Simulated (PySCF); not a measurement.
## Correlation energy of Mo⁺ (molybdenum, charge +1)

[Kr] 4d4 5s1, high-spin 6D determinant (an excited configuration). Calculation: PySCF 2.14, in ANO-RCC-VTZP; scalar relativity by spin-free X2C-1e. Frozen: [Ar] 3d10; 13 electrons correlated.

```tsv
level	correlation energy (mhartree)
CCSD	-356.05
(T)	-9.09
CCSD(T)	-365.14
```

Diagnostics: T1 = 0.0067, D1 = 0.0292, largest double amplitude 0.023.

Q: Is a single reference adequate?

A: Yes, within this model without spin-orbit coupling: T1 lies below 0.03 and no double amplitude reaches 0.07.
